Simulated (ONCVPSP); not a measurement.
Which change was made? (C, ONCV)

C, optimised norm-conserving Vanderbilt (ONCV), made with ONCVPSP 4.0.1 (PBEsol, non-relativistic). Core [He], reference 2s2 (charge +2). Waves: 2s: rc 0.95 bohr, ncon 4, nbas 7, qcut 7.3 1/bohr, 2 projectors, debl 0.5 Ha; p scattering state at 0.27 Ha: rc 1.00 bohr, ncon 4, nbas 8, qcut 9.5 1/bohr, 2 projectors, debl 0.9 Ha; d scattering state at 0.02 Ha: rc 1.00 bohr, ncon 3, nbas 6, qcut 8.8 1/bohr, 1 projector. Local part: polynomial inside 0.65 bohr (lpopt 5, dvloc0 1 Ha). Core correction: Teter function fitted to the true core (icmod 2), fcfact 0.25.

In the s channel the program set the typed energies aside and used -1.476, 0.250 Ha. In the p channel the program set the typed energies aside and used 0.050, 0.950 Ha.

Cutoffs, loose and tight: the cutoffs (Ha) at which the residual kinetic energy of the hardest occupied pseudo-wave falls to 1 and 0.1 mHa per electron. They do not see the model core or the augmentation charge, which bear on the density cutoff. Test errors are all-electron minus pseudo excitation energies from the reference, over the configurations 2s2 2p2; 2s2 2p1; 2s1; 2s1 2p2; variants that change the core or the reference have their own tests.

The base gives: outcome: generated, projector energies reset by the program; cutoff, loose: 22 Ha; cutoff, tight: 28 Ha; bound ghosts: none; GHOST(+) flags above zero: s, p; largest test error (meV): +50.

Question: After one change the result is: outcome: failed: optimize: ERROR ps0norm > uunorm, code will stop. Which change was it?
A. all radii but the core radius scaled by about 1.04 (s 0.98, p 1.04, d 1.04 bohr); local potential polynomial inside 0.68 bohr (lpopt 5, dvloc0 1 Ha)
B. all radii but the core radius scaled by about 0.84 (s 0.80, p 0.84, d 0.84 bohr); local potential polynomial inside 0.54 bohr (lpopt 5, dvloc0 1 Ha)
C. all radii but the core radius scaled by about 1.32 (s 1.26, p 1.32, d 1.32 bohr); local potential polynomial inside 0.86 bohr (lpopt 5, dvloc0 1 Ha)

Answer: B. The others give: all radii but the core radius scaled by about 1.04 (s 0.98, p 1.04, d 1.04 bohr); local potential polynomial inside 0.68 bohr (lpopt 5, dvloc0 1 Ha) → outcome: generated, projector energies reset by the program; cutoff, loose: 22 Ha; cutoff, tight: 28 Ha; bound ghosts: d; GHOST(+) flags above zero: none; largest test error (meV): +51 | all radii but the core radius scaled by about 1.32 (s 1.26, p 1.32, d 1.32 bohr); local potential polynomial inside 0.86 bohr (lpopt 5, dvloc0 1 Ha) → outcome: generated, projector energies reset by the program; cutoff, loose: 20 Ha; cutoff, tight: 25 Ha; bound ghosts: none; GHOST(+) flags above zero: none; largest test error (meV): +64.
